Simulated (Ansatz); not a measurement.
The cluster Mg2Te2⁻. Charge -1, multiplicity 2. Geometry r2SCAN-D4/def2-SVP, that of the neutral singlet; atoms count from 1.

Cartesian coordinates in Å:
```
Mg -0.4289 -1.3341 0.0634
Mg 0.4289 1.3341 -0.0634
Te 0.1641 -0.1601 -2.2566
Te -0.1641 0.1601 2.2566
```

In the def2 sets Te takes a core potential; there is no spin–orbit coupling. The structure comes from a short search, and lower isomers may exist.

Estimate the Mulliken populations from the PBE0/def2-TZVPD orbitals of Ansatz.


```
atom  charge (e)  spin (α − β)
 Mg1        0.23          0.51
 Mg2        0.23          0.51
 Te3       -0.73         -0.01
 Te4       -0.73         -0.01
```
Mulliken values depend strongly on the basis. With diffuse functions, as here, like atoms can get unlike values, and bond orders can come out too low or too high.

Where does the spin sit?

Summed by element: Mg 1.02, Te -0.02, of 1 unpaired in all. Largest on single atoms: Mg1 0.51, Mg2 0.51, Te3 -0.01.

And the Mayer bond orders between heavy atoms (over 0.3)?

Mg1–Mg2 0.34 (2.81 Å); Mg1–Te3 0.81 (2.67 Å); Mg1–Te4 0.81 (2.67 Å); Mg2–Te3 0.81 (2.67 Å); Mg2–Te4 0.81 (2.67 Å).
